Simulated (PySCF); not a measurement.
(Z)-1-bromobut-1-en-3-yne (C₄H₃Br), SMILES C#C/C=C\Br.

Geometry: B3LYP-D3(BJ)/def2-SVP.

All values below come from r2SCAN/def2-TZVP (PySCF).

Symmetry labels are those of the subgroup Cs that the program uses (full group Cs).

Problem. List the valence orbital energies around the gap with their symmetry. (The exact figures need the calculation; the answer reports its results.)

Solution. 
```
orbital  symmetry  energy (eV)
-------  --------  -----------
HOMO−7         A'       -12.82
HOMO−6         A'       -12.12
HOMO−5         A'       -10.01
HOMO−4         A"        -9.43
HOMO−3         A"        -7.92
HOMO−2         A'        -7.47
HOMO−1         A'        -7.17
HOMO           A"        -6.21
LUMO           A"        -2.12
LUMO+1         A'        -0.66
LUMO+2         A'        -0.02
LUMO+3         A"         1.92
```
